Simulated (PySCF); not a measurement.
Work out the structure from these simulated measurements.

Elements present: B, C, H and N. Monoisotopic mass: 121.1063 u.

- Valence photoelectron: vertical ionisation energy: 8.01 eV [ΔSCF PBE0/def2-SVPD]
- 1H NMR: chemical shifts (computed TMS as zero) by class: 2.53 (2 H), 2.13 (2 H), 1.72 (3 H), 1.72 (2 H), 1.12 (3 H) ppm [GIAO CAM-B3LYP/pcSseg-1]
- 13C NMR: chemical shifts (computed TMS as zero) by class: 120.1 (1 C), 97.5 (1 C), 94.5 (1 C), 22.1 (1 C), 19.3 (1 C), 15.4 (1 C), 4.6 (1 C) ppm [GIAO CAM-B3LYP/pcSseg-1]
- Rotational structure: rotational constants A, B, C: 2.484, 0.564, 0.467 GHz [PBE0-D3(BJ)/def2-SVP]
- Dipole: 7.97 D [PBE0/def2-SVPD]
- UV, strongest line: among the 10 lowest singlet transitions: S2 at 4.76 eV (261 nm, f = 0.035) [TDDFT PBE0/def2-SVPD]
- Polarisability: 114.3 au [PBE0/def2-SVPD]

The electronic properties come from PySCF, for the isolated species, density fitting. Levels stand in brackets. One conformer (not necessarily the lowest) at the PBE0-D3(BJ)/def2-SVP geometry, without solvent, vibrations or thermal averaging. NMR values are class means; diastereotopic atoms form classes of their own.

Q: Which formula fits the mass and the elements?

A: C7H12BN (calculated 121.1063). No other formula that holds each of these elements comes within 0.0003 u with a fitting electron parity and a possible valence count.

Q: Propose a structure and show how it fits.

A: Numbering: `[CH3:1][C:2]#[C:3][BH2-:4][N+:5]#[C:6][CH2:7][CH2:8][CH3:9]`. 7 carbons fall into 7 classes; from least to most shielded: triply bonded carbon [C6] (120.1 ppm), alkyne carbon [C2] (97.5 ppm), alkyne carbon [C3] (94.5 ppm), chain CH2 carbon [C8] (22.1 ppm), chain CH2 carbon [C7] (19.3 ppm), methyl carbon [C9] (15.4 ppm), propargylic carbon [C1] (4.6 ppm). Hydrogen classes from least to most shielded: 2 H on a four-coordinate boron, B4 (2.53 ppm), 2 H on a chain CH2 carbon, C7 (2.13 ppm), 3 H on a propargylic carbon, C1 (1.72 ppm), 2 H on a chain CH2 carbon, C8 (1.72 ppm), 3 H on a methyl carbon, C9 (1.12 ppm, a mean of values up to 0.5 ppm apart in this geometry). The first electron is taken from the HOMO, whose largest Löwdin shares are 0.35 on an alkyne carbon, 0.32 on an alkyne carbon, 0.10 on the four-coordinate boron and 0.07 on the propargylic carbon. The optimised geometry has point group Cs and is an asymmetric top. Structure: `CC#C[BH2-][N+]#CCCC`. Computed isomers that give other values at the same levels: `CC[BH2-][n+]1ccccc1` (rotational constant A: 4.239 GHz; this holds for the one conformer computed); `N#CCB1CCCCC1` (rotational constant A: 3.420 GHz; this holds for the one conformer computed); `CB(C)C(C#N)=C(C)C` (13C chemical shifts (computed TMS as zero) by class: 183.6 (1 C), 126.4 (1 C), 125.9 (1 C), 28.0 (1 C), 25.2 (1 C), 16.4 (2 C) ppm). The assignments are read from this structure; whether some other isomer fits the data as well wasn't checked.

Shape of the structure used: `[CH3:1][C:2]#[C:3][BH2-:4][N+:5]#[C:6][CH2:7][CH2:8][CH3:9]`: C6–C7–C8–C9 180°.
